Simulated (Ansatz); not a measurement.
`O[SiH2][NH][GeH3]` + `F[SiH](F)Cl` → `Cl[SiH2][NH][GeH3]` + `O[SiH](F)F`  (redistribution)

Isolated molecules relaxed with PBE0-D4/def2-TZVP in Ansatz; ΔE leaves out vibrations. CCSD(T)/CBS adds triple-zeta CCSD(T) − MP2 to the extrapolated MP2 energy (def2 sets, frozen cores). Functionals use def2-TZVPP. For Ge outer-core shells are correlated without core-valence functions, which leaves a few kJ/mol of doubt a bond. Scalar relativity is left out up to krypton. One conformer a species, not always the lowest.

```csv
level,ΔE (kcal/mol)
r2SCAN-D4,-5.5
PBE0-D4,-5.8
B2PLYP,-5.6
PBE,-5.2
MP2/def2-QZVPP,-5.9
HF/CBS(def2),-6.5
MP2/CBS(def2),-5.9
CCSD/CBS(def2),-5.9
```

Task: What does CCSD(T)/CBS give? (An estimate is asked.)

Result: Ansatz gave: -5.8 kcal/mol. The listed levels differ from it by 0.3, 0.0, 0.2, 0.6, -0.1, -0.7, -0.1, -0.1 kcal/mol.

Largest T1 diagnostic among the species: 0.011.

CCSD(T)/CBS has its own doubt, a few kJ/mol and more with outer-core shells, so smaller differences from it don't rank the levels.
